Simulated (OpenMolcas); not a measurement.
Cu2+ (d9) among equal point charges was computed by CASSCF with the d shell active (OpenMolcas, ANO-RCC-VDZP on the metal). Its lowest spin-free states, and all those of the highest spin:

```csv
2S+1,Degeneracy,E (cm-1)
2,1,0.0
2,1,5438
2,2,13516
2,1,16658
```

Q: Is the site octahedral, tetrahedral or cube-like, axial, or of lower symmetry?

A: The states with 2S+1 = 2 have orbital degeneracies 1, 1, 2, 1. There are pairs but no triples, so the site is axial: not cubic, but with a proper or improper axis of order three or more. The run had Cu2+ among 5 point charges of -1.5 e arranged as a square pyramid (C4v), 1.64 Å from the ion, with the axial distance 1.689 Å.

This is an electrostatic model: the charges have no orbitals. An unlabelled pair can be two single states that coincide in this model. No measured value stands beside these numbers.
